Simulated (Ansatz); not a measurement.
`[F][Cd][Cl]` + H₂S → `[F][Cd][SH]` + HCl  (ligand exchange at a Cd–Cl bond)

Program: Ansatz. Geometries: PBE0-D4/def2-TZVP. ΔE: electronic, gas phase. CBS: MP2 limit from def2 TZ/QZ plus the TZ coupled-cluster correction, frozen cores. This one scheme is used for every species. Functionals use def2-TZVPP. def2 core potentials past Kr. For Cd outer-core shells are correlated without core-valence functions, which leaves a few kJ/mol of doubt a bond. Each species was taken in one conformer, which may not be the lowest.

`[F][Cd][Cl]`:

```xyz
3

F     0.280    1.934   -0.574
Cd    0.015    0.102   -0.030
Cl   -0.295   -2.037    0.604
```

H₂S:

Cartesian coordinates in Å:
```
S 0.113 -0.583 0.175
H -0.927 0.249 0.333
H 0.814 0.334 -0.508
```

`[F][Cd][SH]`:

```xyz
4

F    -0.419    1.997    1.694
Cd    0.068    0.479    0.591
S     0.674   -1.337   -0.702
H    -0.322   -1.139   -1.583
```

HCl:

Z-matrix (Å, degrees):
```
Cl
H 1 1.279
```

CCSD(T)/CBS gives +22.4 kJ/mol.

(1) Another level gave +19.0 kJ/mol. Which?
A. ωB97X-V/def2-TZVPP
B. BLYP-D4/def2-TZVPP
C. HF/def2-TZVPP
D. LDA (SPW92)/def2-TZVPP

(2) What do rigid-rotor, harmonic-oscillator terms from PBE0-D4/def2-TZVP frequencies (298.15 K, 1 bar) make of the CCSD(T)/CBS value? (An estimate is asked.)

Largest T1 diagnostic among the species: 0.016.

Results:

(1) B. BLYP-D4 19.0, HF/def2-TZVPP 41.4, ωB97X-V 26.5, LDA (SPW92) 11.2 kJ/mol.

(2) Computed: ΔZPE = -2.0 kJ/mol, ΔH = +20.8 kJ/mol, ΔS = 5 J/(mol·K), ΔG = +19.4 kJ/mol.

In def2-TZVPP, CCSD(T) changes the Hartree–Fock value by −20.2 kJ/mol (the triples alone add −2.9 kJ/mol) and MP2 by −24.8 kJ/mol. At CCSD(T), def2-SVP lies +3.8 kJ/mol from the extrapolated value and def2-TZVPP −1.2 kJ/mol.
